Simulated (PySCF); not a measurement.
C₃H₁₀N (SMILES C[NH+](C)C), charge +1, singlet, geometry from GFN2-xTB, with bond 5-2 at 2.0 times its length. Base run: HF/6-31G* (PySCF).

PySCF was given this input:
```python
from pyscf import gto, scf

mol = gto.Mole()
mol.atom = '''
    N    -0.00145735   -0.00078979    0.34907080
    C    -0.00683148    1.40360564   -0.09889597
    C     1.21940542   -0.69518278   -0.09852509
    C    -1.21129590   -0.70773025   -0.10870151
    H     0.00189062    1.47909548   -2.27529923
    H     0.87339726    1.92496286    0.27271406
    H    -0.89547623    1.91583180    0.26530846
    H     1.25459564   -0.71020410   -1.18671739
    H     1.22922597   -1.72074149    0.26595109
    H     2.10574056   -0.18427709    0.27308679
    H    -1.23721663   -0.72306702   -1.19714967
    H    -2.10593863   -0.20601809    0.25545409
    H    -1.21357974   -1.73335144    0.25572399
    H    -0.00574458   -0.00311317    1.37596602
'''
mol.basis = '6-31g*'
mol.charge = 1
mol.verbose = 4
mol.build()

mf = scf.RHF(mol)
mf.kernel()
```

Each row names what was changed in the base input (with any setting that the change needs).

| change | ΔE vs base (mEh) | SCF cycles |
|---|---|---|
| base | 0.000 | 10 |
| diis = off; damp = 0.6 (with mf.diis_start_cycle = 200; with mf.max_cycle = 150) | 0.000 | 32 |
| diis_space = 12 | 0.000 | 10 |
| conv_tol_grad = 1e-7 | 0.000 | 13 |
| level_shift = 0.3 (with mf.max_cycle = 100) | 0.000 | 12 |
| init_guess = huckel | 0.000 | 10 |
| conv_tol_grad = 1e-3 | 0.000 | 10 |
| level_shift = 1.0 (with mf.max_cycle = 100) | 0.000 | 27 |
| level_shift = 0.5 (with mf.max_cycle = 100) | 0.000 | 16 |
| conv_tol = 1e-4 | 0.002 | 5 |
| diis = off (with mf.max_cycle = 100) | 0.000 | 28 |
| init_guess = sap | 0.000 | 11 |
| diis = off; damp = 0.3 (with mf.diis_start_cycle = 200; with mf.max_cycle = 150) | 0.000 | 17 |
